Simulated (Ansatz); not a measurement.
Consider the β-hydride elimination: `CNBBr` → `BBr` + `C=N`.

Isolated molecules relaxed with PBE0-D4/def2-TZVP in Ansatz; ΔE leaves out vibrations. CCSD(T)/CBS is the MP2 limit (def2-TZVPP, def2-QZVPP) plus CCSD(T) − MP2 in def2-TZVPP, frozen cores. This one scheme is used for every species. DFT in def2-TZVPP. For Br outer-core shells are correlated without core-valence functions, which leaves a few kJ/mol of doubt a bond. Scalar relativity is left out up to krypton. One conformer a species, not always the lowest.

CCSD(T)/CBS gives +274.0 kJ/mol.

**Question.** Another level gave +258.8 kJ/mol. Which?
A. HF/def2-TZVPP
B. B97M-V/def2-TZVPP
C. B2PLYP/def2-TZVPP
D. BLYP-D4/def2-TZVPP

**Answer.** D. BLYP-D4 258.8, B2PLYP 268.3, HF/def2-TZVPP 246.5, B97M-V 278.0 kJ/mol.

Largest T1 diagnostic among the species: 0.012.

In def2-TZVPP, CCSD(T) changes the Hartree–Fock value by +22.4 kJ/mol (the triples alone add +0.5 kJ/mol) and MP2 by +37.2 kJ/mol. From r2SCAN to r2SCAN0 (25 % exact exchange), in def2-TZVPP and without D4, ΔE moves by +8.7 kJ/mol.
